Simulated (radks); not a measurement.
Effect of the nuclear size on the calcium ion Ca2+, [Ar]. All-electron calculation, Dirac Kohn-Sham, LDA (Slater exchange, Perdew-Wang correlation), spin-unpolarised, spherical densities, finite nucleus; Fermi nuclear charge, rms radius 3.4776 fm. Program: a radial shooting solver on a logarithmic mesh with Libxc functionals. The rms radius is varied about that value; shifts are against it.

| rms radius (fm) | total energy shift (eV) | density at nucleus (e/bohr^3) | 1s1/2 shift (meV) | 2s1/2 shift (meV) |
|---|---|---|---|---|
| 3.0499 | -0.00693 | 6139 | -2.93 | -0.232 |
| 3.2829 | -0.00326 | 6127 | -1.38 | -0.109 |
| 3.4776 | 0 | 6118 | 0.000 | 0.000 |
| 3.8045 | 0.00589 | 6104 | 2.49 | 0.198 |
| 4.0027 | 0.00971 | 6096 | 4.10 | 0.326 |

Slopes of the eigenvalues against <r^2> in GHz/fm^2, as finite differences over the two radii next to the reference (eigenvalue slopes, not the field-shift constants of lines): 1s1/2 253, 2s1/2 20.1.
